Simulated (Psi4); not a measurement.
Psi4 input (wB97X-D/6-31G*):

```
memory 1500 MB

molecule {
-1 1
B    -0.00000000   -0.00000000   -0.61304571
N     0.00000000    0.00000000    0.69245456
H    -0.00000000   -0.00000000   -1.78195339
symmetry c1
no_reorient
no_com
}

set {
  basis 6-31G*
  reference rks
  scf_type pk
  dft_radial_points 99
  dft_spherical_points 590
  e_convergence 1e-8
  d_convergence 1e-7
  maxiter 150
}

e = energy('wb97x-d')
print_out(f'\nFINAL {e:.10f} DIPOLE {variable("CURRENT DIPOLE")[0]:.6f} {variable("CURRENT DIPOLE")[1]:.6f} {variable("CURRENT DIPOLE")[2]:.6f}\n')
```

### Question
What final total energy does it give?

### Answer
-80.13547 Eh.
